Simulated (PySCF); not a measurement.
**How methods differ on the ionisation energy of Rh⁺**

Rh⁺ [Kr] 4d8 (3F) → Rh²⁺ [Kr] 4d7 (4F), as a difference of total energies. All numbers are calculated (PySCF 2.14, the spin-free X2C one-electron Hamiltonian (Gaussian nucleus), in x2c-TZVPall (8s6p6d1f, 63 functions)). Correlated levels: valence: [Kr] frozen. The calculations carry no spin-orbit coupling.

```csv
method,ionisation energy (eV)
UHF,16.162
PBE,18.482
TPSS,18.230
MP2 (valence),17.434
SCS-MP2 (valence),17.444
```

How much does correlation contribute at MP2 (valence)?

17.434 − (16.162) = 1.272 eV, measured against UHF.

The reference lies between the lowest fine-structure levels, while these numbers refer to the centres of the terms.

Errors of the correlated levels include the incompleteness of this basis and the frozen core.

For comparison: 18.08 eV (semi-empirical (NIST evaluation); NIST Atomic Spectra Database, ionization energies).
